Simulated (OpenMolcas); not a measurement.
Cu2+: moving the ligands

Cu2+ with its 8 nearest fluoride ions at 2.238 Å, on the Ca site of CaF2 (a = 5.46294 Å, distance in the model lattice 2.366 Å). The rest of the host is ab initio model potentials to 7.6 Å and point charges beyond; the distance is set by hand and nothing relaxes. Ligand basis ANO-RCC-VDZP.
```
Cu    0.0000    0.0000    0.0000
F     1.2921    1.2921    1.2921
F     1.2921    1.2921   -1.2921
F     1.2921   -1.2921    1.2921
F     1.2921   -1.2921   -1.2921
F    -1.2921    1.2921    1.2921
F    -1.2921    1.2921   -1.2921
F    -1.2921   -1.2921    1.2921
F    -1.2921   -1.2921   -1.2921
```

```yaml
Program: OpenMolcas 26.06
Method: "SS-CASPT2, IPEA 0.25 Eh, imaginary shift 0.1 Eh (closed shells correlated: 3s 3p and the ligand valence shells)"
Basis: ANO-RCC-VTZP [6s5p3d2f1g]
Scalar_Hamiltonian: DKH2, point nucleus
Active_space: 9 electrons in 5 orbitals (3d)
State_averaging: 2S+1 = 2 even, 5 roots
Spin-orbit_coupling: state interaction with AMFI integrals over the reference wave functions
```

Runs around this geometry, states (labels of O, the rotations of Oh). Energies in cm-1 above the lowest state or level, χT in cm3 K/mol; under a threefold ground state the first gap can be a small split of the lowest multiplet, not the spin-orbit step; 10Dq is the gap between the two states; 10Dq is negative for this site.

| R (Å) | Ground state | First state of that spin | 10Dq | First gap with spin-orbit (degeneracies) | χT at 300 K |
| --- | --- | --- | --- | --- | --- |
| 2.17 | 2T2 | 2E 4120 | -4124 | 980 (2, 4) | 0.785 |
| 2.238 | 2T2 | 2E 3470 | -3465 | 930 (2, 4) | 0.823 |
| 2.366 | 2T2 | 2E 2590 | -2592 | 840 (2, 4) | 0.898 |

Taking |10Dq| as R^-n, n = -ln(2592 / 4124) / ln(2.366 / 2.17) = 5.4 between the shortest and longest distance. The point-charge formula for a cubic d site gives n = 5.

Roots that are degenerate in the reference are averaged as groups; the widest CASPT2 spread within a group is 77 cm-1 (the 3-fold group of multiplicity 2 near 0 cm-1 above the lowest state of its run, R = 2.366). Shifts and gaps below about the spread of the groups concerned are not significant. Over all roots computed the reference weight is 0.69 in R = 2.17, 0.69 in R = 2.238, 0.69 in R = 2.366; a low but even weight reflects the number of correlated electrons. An orbital triplet at a regular site is open to Jahn-Teller coupling, which can distort the site and quench the lowest spin-orbit gaps and is left out. A single d shell leaves out the double-shell effect, which counts most for late 3d ions, where the CASPT2 field can be off either way by tens of per cent. Ligand-to-metal charge-transfer states are missing. With one d shell and no ligand orbital active, 10Dq can be off by tens of per cent for divalent 3d ions, low with halides held by bare charges and at times high in hosts. Free-ion shares, where given, are those of the reference states; single-state CASPT2 does not remix them. No measured value stands beside these numbers; the geometry was set by hand and not optimised.
